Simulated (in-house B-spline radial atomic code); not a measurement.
Binding energies in S III (S2+)

NIST's tabulated ground configuration is [Ne] 3s2 3p2; each binding energy is the energy of the ion with one electron taken from that subshell, relaxed, less that of the parent. Level of theory: Dirac-Hartree-Fock, average of configuration, Fermi nucleus of rms radius 3.2611 fm; calculated with a B-spline radial code for spherical atoms. Energies include first-order Breit, QED and recoil terms.

| subshell | X-ray name | binding energy (eV) | -ε (eV) | relaxation (eV) |
| --- | --- | --- | --- | --- |
| 1s | K | 2510 | 2538.7 | 26.4 |
| 2s | L1 | 266.2 | 272.3 | 6.0 |
| 3s | M1 | 44.73 | 45.33 | 0.58 |
| 3p | M2,3 | 33.3 | 33.73 | 0.43 |

Relaxation = -ε minus the binding energy without Breit, QED and recoil terms.

(1) What does it cost to remove both a 2s and a 3p electron?

(2) What does it cost to remove both a 3s and a 3p electron?

(3) What does it cost to remove both a 1s and a 3p electron?

Answers

(1) 316.58 eV, which is 17.1 eV more than the two single binding energies together.

(2) 90.576 eV, which is 12.55 eV more than the two single binding energies together.

(3) 2561.6 eV, which is 18.27 eV more than the two single binding energies together.
